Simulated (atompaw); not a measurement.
## Eu: one change to a PAW (atompaw) potential, before and after

europium, PAW, made with atompaw 4.2.0.5 (PBE, scalar-relativistic). Core [Kr], reference 4d10 4f7 5s2 5p6 5d0 6s2 6p0. Waves: 5s (bound): rc 1.55 bohr; 6s (bound): rc 2.80 bohr; 5p (bound): rc 2.05 bohr; 6p (bound, empty): rc 2.25 bohr; 4d (bound): rc 0.75 bohr; 5d (bound, empty): rc 1.10 bohr; 4f (bound): rc 0.90 bohr; 4f channel at 0.35 Ry: rc 0.90 bohr. Local part: bessel scheme, radius 2.20 bohr. Core correction: smooth core density matched at 1.60 bohr. Augmentation charge: sinc compensation charge, radius 2.45 bohr; PAW radius 2.80 bohr; waves and projectors: modrrkj vanderbiltortho.

All-electron outer shells of the reference configuration (PBE, scalar-relativistic, ld1.x):

```json
{"shell": "4s", "level (eV)": "-347.00", "outermost node (bohr)": "0.29", "outermost maximum (bohr)": "0.53"}
{"shell": "4p", "level (eV)": "-258.32", "outermost node (bohr)": "0.30", "outermost maximum (bohr)": "0.55"}
{"shell": "4d", "level (eV)": "-134.83", "outermost node (bohr)": "0.27", "outermost maximum (bohr)": "0.57"}
{"shell": "5s", "level (eV)": "-44.66", "outermost node (bohr)": "0.67", "outermost maximum (bohr)": "1.23"}
{"shell": "5p", "level (eV)": "-23.77", "outermost node (bohr)": "0.72", "outermost maximum (bohr)": "1.41"}
{"shell": "6s", "level (eV)": "-3.62", "outermost node (bohr)": "1.67", "outermost maximum (bohr)": "3.60"}
{"shell": "4f", "level (eV)": "-2.72", "outermost node (bohr)": "–", "outermost maximum (bohr)": "0.60"}
{"shell": "5d", "level (eV)": "-1.56", "outermost node (bohr)": "0.82", "outermost maximum (bohr)": "2.16"}
{"shell": "6p", "level (eV)": "-1.20", "outermost node (bohr)": "2.02", "outermost maximum (bohr)": "4.93"}
```

Change: augmentation sinc compensation charge, radius 2.45 bohr; PAW radius 2.80 bohr; waves and projectors: custom rrkj gramschmidtortho.

Cutoffs: the cutoffs (Ry, on a coarse ladder) from which the occupation-weighted sum of valence levels, in a spherical-Bessel basis at the reference potential, stays within 10 and 1 mRy of its value at 400 Ry; they do not see the model core or the augmentation charge, which bear on the density cutoff.

Task: What does the change do?

Result: The range in which the f phases agree widens (upper end -0.2 → at the end of the scan); neither file shows a bound ghost.

```tsv
quantity	base	changed
cutoff, loose	260 Ry	300 Ry
cutoff, tight	over 300 Ry	over 300 Ry
loose cutoff by channel (10 mRy a level)	s 15 Ry, p 12 Ry, d 160 Ry, f 140 Ry	s 10 Ry, p 15 Ry, d 180 Ry, f 160 Ry
bound ghosts	none	none
s: phases at 2.82 bohr within 0.05 rad from the reference energy up to (Ry; the scan ends near 5)	4.3	3.4
p: phases at 2.82 bohr within 0.05 rad from the reference energy up to (Ry; the scan ends near 5)	to the end of the scan	to the end of the scan
d: phases at 2.82 bohr within 0.05 rad from the reference energy up to (Ry; the scan ends near 5)	2.6	2.7
f: phases at 2.82 bohr within 0.05 rad from the reference energy up to (Ry; the scan ends near 5)	-0.2	to the end of the scan
lowest overlap eigenvalue by channel	s 0.70, p 0.93, d 0.85, f 0.00	s 0.10, p 0.24, d 0.17, f 1.00
```

 The cutoffs see the waves, projectors and local potential, not the compensation charge or the core.
